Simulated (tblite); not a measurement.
Compound: C₄H₁₀AlNS₂.
Atom-mapped SMILES: `[CH:1]#[C:2][CH2:3][S:4][Al@H-:5]([NH3+:6])[S:7][CH3:8]` (hydrogens: H9 on C1; H10, H11 on C3; H12 on Al5; H13, H14, H15 on N6; H16, H17, H18 on C8)
Bond orders are those of one Lewis drawing.

Computed with GFN2-xTB (tblite), gas phase: L-BFGS steps from a force-field or distance-geometry start until the largest atomic force falls under 0.01 eV/Å.

Step 158: E = -656.9095 eV
```
atom  x, y, z in Å  |  force x, y, z in eV/Å
C1     -1.5773    1.9161   -0.6994    0.006   0.031   0.015
C2     -2.3289    0.9739   -0.6728   -0.009  -0.024   0.020
C3     -3.0307   -0.2754   -0.6063   -0.020  -0.008  -0.016
S4     -1.8213   -1.6018   -0.1924    0.010   0.005   0.004
Al5     0.0393   -0.3609   -0.3733   -0.017   0.008   0.028
N6      1.1740   -2.1133   -0.0521    0.037   0.048  -0.026
S7      1.0479    0.8368    1.2252   -0.013  -0.014  -0.017
C8      2.4023    1.3881    0.1264   -0.013  -0.028   0.021
H9     -1.0846    2.8458   -0.7123    0.011  -0.006  -0.033
H10    -3.4863   -0.5287   -1.5647    0.002  -0.013  -0.013
H11    -3.7951   -0.2733    0.1731    0.028   0.032   0.011
H12     0.4513   -0.0216   -1.8164    0.003  -0.013   0.015
H13     1.0716   -2.7983   -0.7975   -0.012  -0.009  -0.016
H14     2.1663   -1.9788    0.1318    0.015  -0.001  -0.027
H15     0.7589   -2.5128    0.7915   -0.022  -0.041   0.035
H16     3.3238    0.9006    0.4336   -0.021   0.038   0.002
H17     2.1787    1.1477   -0.9109   -0.007  -0.023  -0.016
H18     2.5016    2.4619    0.2399    0.021   0.019   0.014
```

Step 159: E = -656.9100 eV
```
atom  x, y, z in Å  |  force x, y, z in eV/Å
C1     -1.5701    1.9099   -0.7082    0.008   0.032   0.012
C2     -2.3276    0.9726   -0.6765   -0.008  -0.029   0.030
C3     -3.0322   -0.2747   -0.6019   -0.034  -0.008  -0.016
S4     -1.8199   -1.6037   -0.2034    0.005   0.012   0.000
Al5     0.0421   -0.3626   -0.3769   -0.020   0.014   0.029
N6      1.1736   -2.1155   -0.0530    0.025   0.037  -0.018
S7      1.0454    0.8334    1.2270   -0.002  -0.010  -0.032
C8      2.3986    1.3944    0.1301   -0.036   0.004   0.021
H9     -1.0740    2.8376   -0.7271    0.013   0.000  -0.034
H10    -3.5006   -0.5244   -1.5558    0.010  -0.020   0.004
H11    -3.7870   -0.2712    0.1876    0.042   0.032  -0.009
H12     0.4603   -0.0230   -1.8184    0.001  -0.013   0.017
H13     1.0653   -2.8003   -0.7979   -0.004  -0.007  -0.015
H14     2.1669   -1.9858    0.1293    0.013  -0.002  -0.030
H15     0.7578   -2.5128    0.7914   -0.016  -0.036   0.028
H16     3.3197    0.9041    0.4316    0.000   0.029   0.014
H17     2.1740    1.1598   -0.9088   -0.006   0.000   0.003
H18     2.4990    2.4684    0.2544    0.010  -0.033  -0.005
```

Step 160: E = -656.9106 eV
```
atom  x, y, z in Å  |  force x, y, z in eV/Å
C1     -1.5567    1.8999   -0.7198   -0.050  -0.035   0.012
C2     -2.3254    0.9706   -0.6796    0.071   0.053   0.023
C3     -3.0326   -0.2743   -0.5965   -0.020   0.007  -0.009
S4     -1.8182   -1.6059   -0.2150    0.010   0.007  -0.004
Al5     0.0440   -0.3627   -0.3796   -0.019   0.018   0.019
N6      1.1736   -2.1158   -0.0543   -0.005  -0.011  -0.004
S7      1.0410    0.8294    1.2301    0.003  -0.005  -0.022
C8      2.3910    1.4007    0.1349   -0.043   0.001  -0.007
H9     -1.0556    2.8250   -0.7485    0.005  -0.007  -0.031
H10    -3.5153   -0.5206   -1.5434    0.003  -0.032  -0.008
H11    -3.7744   -0.2684    0.2041    0.017   0.027   0.004
H12     0.4700   -0.0170   -1.8181   -0.005  -0.023   0.020
H13     1.0568   -2.7999   -0.7994    0.008   0.012  -0.003
H14     2.1685   -1.9945    0.1257    0.004  -0.003  -0.031
H15     0.7555   -2.5136    0.7904    0.007  -0.010  -0.001
H16     3.3127    0.9076    0.4282    0.014   0.023   0.027
H17     2.1644    1.1718   -0.9063   -0.003   0.031   0.041
H18     2.4921    2.4738    0.2707    0.004  -0.053  -0.026
```

Problem. Estimate the geometry and energy of step 161. (The exact step hangs on the optimiser's Hessian estimate; all steps are aligned on step 160, rigid shifts and turns removed.)

Solution. E = -656.9111 eV, largest force 0.093 eV/Å
```
atom  x, y, z in Å  |  force x, y, z in eV/Å
C1     -1.5499    1.8938   -0.7261    0.006   0.032   0.000
C2     -2.3221    0.9684   -0.6843    0.005  -0.019   0.022
C3     -3.0337   -0.2738   -0.5945   -0.016   0.021  -0.002
S4     -1.8183   -1.6067   -0.2217    0.008  -0.002  -0.009
Al5     0.0437   -0.3624   -0.3812   -0.013   0.006   0.013
N6      1.1723   -2.1168   -0.0543   -0.031  -0.030   0.003
S7      1.0398    0.8246    1.2315    0.007   0.005  -0.014
C8      2.3874    1.4053    0.1387   -0.039  -0.005  -0.040
H9     -1.0462    2.8172   -0.7619    0.007  -0.003  -0.027
H10    -3.5279   -0.5190   -1.5362    0.015  -0.031   0.007
H11    -3.7654   -0.2635    0.2153    0.008   0.022  -0.004
H12     0.4755   -0.0196   -1.8188   -0.006  -0.022   0.020
H13     1.0512   -2.7992   -0.8006    0.014   0.017  -0.001
H14     2.1676   -1.9964    0.1218    0.014  -0.002  -0.030
H15     0.7574   -2.5178    0.7910    0.014   0.004  -0.014
H16     3.3105    0.9116    0.4265    0.013   0.014   0.030
H17     2.1605    1.1832   -0.9052    0.000   0.046   0.081
H18     2.4890    2.4773    0.2838   -0.005  -0.054  -0.036
```

The energy changes by -0.0005 eV. The first-order estimate −F·Δx gives -0.0007 eV and the mean of the old and new forces, exact on a quadratic surface, -0.0005 eV. The step makes an angle of 84° with the force vector and moves no atom by more than 0.018 Å.

What follows is the cost of the whole relaxation. The run took 2.8 s on Arm Neoverse V1, one thread, no GPU, on a shared host.
